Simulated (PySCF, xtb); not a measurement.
5,5-difluorocyclopenta-1,3-diene (C5H4F2), SMILES FC1(F)C=CC=C1. Other conformers were not sampled.

Harmonic wavenumbers (cm⁻¹) from GFN2-xTB (xtb 6.7.1) at its own minimum, in rising order: 132, 240, 397, 441, 516, 541, 629, 758, 780, 782, 855, 874, 887, 996, 1021, 1060, 1066, 1128, 1189, 1221, 1298, 1597, 1659, 3140, 3147, 3175, 3175.

Question: What does PBE0-D3(BJ)/def2-SVP run with PySCF 2.14.0 give at its own minimum? (The exact figures need the calculation; the answer reports its results.)

Answer: 166, 258, 439, 468, 554, 568, 690, 739, 772, 773, 869, 978, 981, 989, 1064, 1087, 1173, 1212, 1270, 1328, 1395, 1668, 1713, 3238, 3247, 3273, 3275. Paired by order, the mean absolute difference is 58 cm⁻¹ and the zero-point energies are 46.8 and 48.9 kcal/mol.
